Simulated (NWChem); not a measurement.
1,1-difluoroethane (C₂H₄F₂); SMILES CC(F)F

All runs: NWChem. Medium grid unless said otherwise, to which SCAN and Minnesota functionals are sensitive. All runs use the structure optimised with PBE0/def2-SVP. Computed dipoles belong to the equilibrium geometry; the measured one is vibrationally averaged.

Measured dipole moment: 2.27 D (NIST CCCBDB, as tabulated in the package chemicals).

| level | dipole moment (D) | computed − measured | relative time (rough) |
|---|---|---|---|
| LDA (Slater exchange, VWN5)/def2-TZVPD | 2.14 | -0.13 | 1 |
| PBE/def2-TZVPD | 2.06 | -0.21 | 2 |
| BLYP/def2-TZVPD | ? | ? | 2 |
| TPSS/def2-TZVPD | ? | ? | 1 |
| r2SCAN/def2-TZVPD | 2.12 | -0.15 | 1 |
| B3LYP/def2-TZVPD | 2.19 | -0.08 | 1 |
| PBE0/def2-TZVPD | 2.18 | -0.09 | 1 |
| M06-2X/def2-TZVPD | 2.25 | -0.02 | 1 |
| CAM-B3LYP/def2-TZVPD | 2.25 | -0.02 | 20 |
| Hartree-Fock/def2-TZVPD | 2.40 | +0.13 | 1 |

Task: What belongs in the gaps?

Result: 
- BLYP/def2-TZVPD, dipole moment (D): 2.10
- BLYP/def2-TZVPD, computed − measured: -0.17
- TPSS/def2-TZVPD, dipole moment (D): 2.10
- TPSS/def2-TZVPD, computed − measured: -0.17
